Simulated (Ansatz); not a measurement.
Program: Ansatz. Geometries: PBE0-D4/def2-TZVP. ΔE: electronic, gas phase. CCSD(T)/CBS is the MP2 limit (def2-TZVPP, def2-QZVPP) plus CCSD(T) − MP2 in def2-TZVPP, frozen cores. DFT in def2-TZVPP. B3LYP here is the variant with VWN-RPA as its local correlation; programs differ in this. For Ge, Se outer-core shells are correlated without core-valence functions, which leaves a few kJ/mol of doubt a bond. Scalar relativity is left out up to krypton. Each species was taken in one conformer, which may not be the lowest.

`[SeH][SiH2][SeH]` + `N=[CH][GeH2][CH2]Cl` → `N=C[SiH2][SeH]` + `Cl[CH2][GeH2][SeH]`  (redistribution)

| level | ΔE (kcal/mol) |
| --- | --- |
| r2SCAN-D4 | -0.9 |
| B3LYP-D4 | -2.0 |
| ωB97M-V | -1.6 |
| B3LYP | -1.9 |
| MP2/def2-TZVPP | -1.1 |
| HF/def2-QZVPP | -3.4 |
| MP2/def2-QZVPP | -0.9 |
| HF/CBS(def2) | -3.5 |

(1) What does CCSD(T)/CBS give? (An estimate is asked.)

Largest T1 diagnostic among the species: 0.012.

Results:

(1) Ansatz gave: -0.8 kcal/mol. The listed levels differ from it by -0.1, -1.2, -0.8, -1.1, -0.3, -2.6, -0.1, -2.7 kcal/mol.

In def2-TZVPP, CCSD(T) changes the Hartree–Fock value by +2.2 kcal/mol (the triples alone add +0.3 kcal/mol) and MP2 by +2.3 kcal/mol.
